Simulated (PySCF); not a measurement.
# CoCl₂⁺ + F₂ → CoF₂⁺ + Cl₂

Level: PBE0 in the def2-TZVP basis family, all electrons, no relativity, computed in PySCF with density fitting; open shells unrestricted.

```tsv
species	state and structure	E (Eh)	ZPE (kJ/mol)	H(298 K) − H(0) (kJ/mol)	S° (J/(mol K))
CoCl₂⁺	quintet, D∞h, Co–Cl 2.037 Å (×2)	-2302.39425	6.4	14.3	299.0
F₂	singlet, D∞h, F–F 1.376 Å	-199.40856	6.6	8.7	201.9
CoF₂⁺	quintet, D∞h, Co–F 1.661 Å (×2)	-1581.78539	10.5	13.3	279.6
Cl₂	singlet, D∞h, Cl–Cl 1.982 Å	-920.08940	3.5	9.1	222.5
```

Problem. What is the electronic reaction energy?

Solution. At PBE0/def2-TZVP, ΔE = -189.0 kJ/mol from the differences of the total energies times 2625.5, downhill. 

Problem. Add zero-point, thermal and entropy terms for 298.15 K and 1 bar.

Solution. ΔZPE = 1.0 and Δ[H(298) − H(0)] = -0.6 kJ/mol give ΔH° = -188.6 kJ/mol. ΔS° = 1.2 J/(mol K), so ΔG° = -188.6 − 298.15 × (0.0012) = -189 kJ/mol.

Open d or f shells are single determinants, so the state found may not be the ground state. Only the bonding shown was studied: isomers, or loss of a ligand pair, can lie lower.
